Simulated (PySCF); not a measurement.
Job file and geometry (Å, from GFN2-xTB) of an NMR shielding run on SMILES C1=C(P(C)CP)C=CN=C1, C7H11NP2, GIAO PBE0/pcSseg-1 NMR shielding, non-relativistic, gas phase (PySCF); density fitting, a coarse starting grid and PySCF grid level 2 are the driver's defaults:

```
{"job": {"kind": "nmr", "xc": "PBE0", "basis": "pcSseg-1"}, "charge": 0, "multiplicity": 1}
C     -1.318073     1.904504    -0.663570
P     -1.142512     0.680235     0.717550
C     -2.092798    -0.707559    -0.074065
P     -2.237587    -2.203088     1.030565
C      0.584323     0.174098     0.352058
C      1.576340     1.119799     0.609676
C      2.898382     0.788518     0.373919
N      3.281340    -0.396633    -0.071872
C      2.346049    -1.301974    -0.294480
C      0.991574    -1.075805    -0.099909
H     -0.671234     2.758788    -0.474980
H     -1.056662     1.455433    -1.621468
H     -2.350375     2.250330    -0.689861
H     -3.111285    -0.352126    -0.262616
H     -1.659750    -0.990273    -1.039388
H     -1.058429    -1.997875     1.749372
H     -2.979650    -1.554190     2.014312
H      1.312238     2.095774     0.991750
H      3.694018     1.500256     0.553349
H      2.700165    -2.261371    -0.649727
H      0.285006    -1.869898    -0.296384
```

Task: Write the output of this run.

Result: 
```
coarse grid: 18736 points
cycle   1  E = -1009.9799350956  dE =  1.456e+00  |g| = 4.183e-01  |ddm| = 4.448e+00
cycle   2  E = -1009.9722403499  dE =  7.695e-03  |g| = 4.688e-01  |ddm| = 9.688e-01
cycle   3  E = -1010.0242664280  dE = -5.203e-02  |g| = 7.964e-02  |ddm| = 5.017e-01
cycle   4  E = -1010.0252793353  dE = -1.013e-03  |g| = 4.321e-02  |ddm| = 1.077e-01
cycle   5  E = -1010.0256993071  dE = -4.200e-04  |g| = 1.213e-02  |ddm| = 5.809e-02
cycle   6  E = -1010.0257371766  dE = -3.787e-05  |g| = 4.026e-03  |ddm| = 1.771e-02
cycle   7  E = -1010.0257410360  dE = -3.859e-06  |g| = 9.170e-04  |ddm| = 4.374e-03
final grid: 172392 points
cycle   8  E = -1010.0853274071  dE = -5.164e-05  |g| = 9.644e-03  |ddm| = 5.531e-02
cycle   9  E = -1010.0853180588  dE =  9.348e-06  |g| = 1.151e-02  |ddm| = 2.075e-02
cycle  10  E = -1010.0853512360  dE = -3.318e-05  |g| = 1.121e-03  |ddm| = 1.159e-02
cycle  11  E = -1010.0853515156  dE = -2.796e-07  |g| = 4.666e-04  |ddm| = 1.661e-03
cycle  12  E = -1010.0853515630  dE = -4.738e-08  |g| = 1.441e-04  |ddm| = 6.084e-04
cycle  13  E = -1010.0853515683  dE = -5.321e-09  |g| = 4.514e-05  |ddm| = 2.069e-04
cycle  14  E = -1010.0853515688  dE = -5.230e-10  |g| = 1.091e-05  |ddm| = 5.984e-05
converged SCF energy = -1010.0853515688

GIAO shielding tensors (ppm)
atom      isotropic    diamagn.    paramagn.     s11        s22        s33       span
  0 C      163.589     254.103     -90.514    143.208    163.442    184.116     40.909
  1 P      359.060     968.799    -609.740    302.397    367.825    406.957    104.560
  2 C      173.215     259.208     -85.993    162.513    170.535    186.599     24.086
  3 P      484.632     965.655    -481.023    425.012    441.810    587.073    162.061
  4 C       27.607     266.985    -239.377    -58.881    -39.868    181.570    240.450
  5 C       54.189     255.845    -201.656    -61.484     53.575    170.477    231.961
  6 C       32.260     251.081    -218.821    -76.289     26.740    146.329    222.618
  7 N      -87.877     332.079    -419.956   -403.132   -168.585    308.086    711.218
  8 C       31.165     250.508    -219.344    -78.176     25.970    145.699    223.875
  9 C       60.897     257.281    -196.383    -49.805     53.969    178.527    228.332
 10 H       30.408      32.144      -1.737     25.033     28.688     37.502     12.469
 11 H       30.496      32.885      -2.390     26.866     29.280     35.341      8.475
 12 H       30.377      31.113      -0.736     25.612     27.770     37.748     12.136
 13 H       30.477      32.377      -1.900     24.801     29.383     37.248     12.447
 14 H       30.200      34.827      -4.627     26.836     28.652     35.112      8.276
 15 H       29.116      30.403      -1.287     23.655     30.946     32.748      9.093
 16 H       28.651      30.208      -1.557     23.944     26.680     35.330     11.386
 17 H       24.351      33.864      -9.513     20.728     21.378     30.946     10.218
 18 H       22.825      28.449      -5.624     18.604     22.612     27.261      8.657
 19 H       22.779      29.271      -6.493     18.339     22.209     27.788      9.449
 20 H       24.675      35.995     -11.320     20.180     22.525     31.321     11.141
```

Size and cost of the density-fitted run: 239 basis functions, 54 s wall time on 1 thread of an x86-64 server CPU, shared host.
